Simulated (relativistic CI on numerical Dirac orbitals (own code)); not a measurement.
## Ligand-field terms of d3

Computed with a parametric ligand-field model of a d^n configuration (Racah B and C, spin-orbit zeta, crystal field), exact diagonalisation.

Field parameters in Wybourne normalisation: Oh B⁴₀ = 21Dq, B⁴₄ = √(5/14) B⁴₀; Td as Oh with Dq negative (B⁴₀ = 21Dq, B⁴₄ = √(5/14) B⁴₀). The field is a parameter set, without covalency.

Q: Ground term and bands for B = 340, C = 1670, ζ = 0 cm⁻¹, Oh, 10Dq = 32100 cm⁻¹?

A: Ground term 4A2 with 0.00 electrons in the two orbitals of the cubic e set. Spin-allowed: 4T2 32100 cm⁻¹ (312 nm), 4T1 36037 cm⁻¹ (277 nm), 4T1 65363 cm⁻¹ (153 nm). Lowest spin-forbidden: 2E 7828 cm⁻¹ (1277 nm), 2T1 7990 cm⁻¹ (1252 nm), 2T2 12756 cm⁻¹ (784 nm). With an A2 ground term the first spin-allowed band lies at |10Dq| itself.

Q: A d3 ion in Oh symmetry has the ground term 4A2 and bands at 2E 13820 cm⁻¹ (724 nm), 2T1 14423 cm⁻¹ (693 nm), 4T2 17550 cm⁻¹ (570 nm), 2T2 20941 cm⁻¹ (478 nm), 4T1 24403 cm⁻¹ (410 nm), 4T1 38447 cm⁻¹ (260 nm). Which parameters reproduce them?

A: B = 680, C = 2930, ζ = 0 cm⁻¹, Oh, 10Dq = 17550 cm⁻¹.

Q: A d3 ion in Oh symmetry has the ground term 4A2 and bands at 4T2 14750 cm⁻¹ (678 nm), 2E 20419 cm⁻¹ (490 nm), 2T1 21380 cm⁻¹ (468 nm), 4T1 23051 cm⁻¹ (434 nm), 2T2 28993 cm⁻¹ (345 nm), 4T1 36499 cm⁻¹ (274 nm). Which parameters reproduce them?

A: B = 1020, C = 4440, ζ = 0 cm⁻¹, Oh, 10Dq = 14750 cm⁻¹.

Q: Ground term and bands for B = 550, C = 2190, ζ = 0 cm⁻¹, Td, 10Dq = -5600 cm⁻¹?

A: Ground term 4T1 with 1.92 electrons in the two orbitals of the cubic e set. Spin-allowed: 4T2 4897 cm⁻¹ (2042 nm), 4A2 10497 cm⁻¹ (953 nm), 4T1 12444 cm⁻¹ (804 nm). Lowest spin-forbidden: 2E 4934 cm⁻¹ (2027 nm), 2T1 9469 cm⁻¹ (1056 nm), 2T2 9679 cm⁻¹ (1033 nm).

Q: Ground term and bands for B = 960, C = 4490, ζ = 0 cm⁻¹, Oh, 10Dq = 6500 cm⁻¹?

A: Ground term 4A2 with 0.00 electrons in the two orbitals of the cubic e set. Spin-allowed: 4T2 6500 cm⁻¹ (1538 nm), 4T1 11091 cm⁻¹ (902 nm), 4T1 22809 cm⁻¹ (438 nm). Lowest spin-forbidden: 2E 19626 cm⁻¹ (510 nm), 2T1 20385 cm⁻¹ (491 nm), 2A1 23810 cm⁻¹ (420 nm). With an A2 ground term the first spin-allowed band lies at |10Dq| itself.
